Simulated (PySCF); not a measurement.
A structure optimised at PBE0-D3(BJ)/def2-SVP, used in a PySCF frequency run:

```xyz
7

Sb     0.4593    -0.7422     0.0000
Br    -0.1342     0.7716     1.9392
Br    -0.1342     0.7716    -1.9392
C     -1.4541    -1.7402     0.0000
H     -1.5293    -2.3659     0.9013
H     -2.2496    -0.9836     0.0000
H     -1.5293    -2.3659    -0.9013
```

Write its SMILES, formula and point group.

[CH3][Sb]([Br])[Br], CH₃Br₂Sb, Cs

What are its rotational constants (standard atomic weights)?

1.8443, 0.76154, 0.61969 GHz
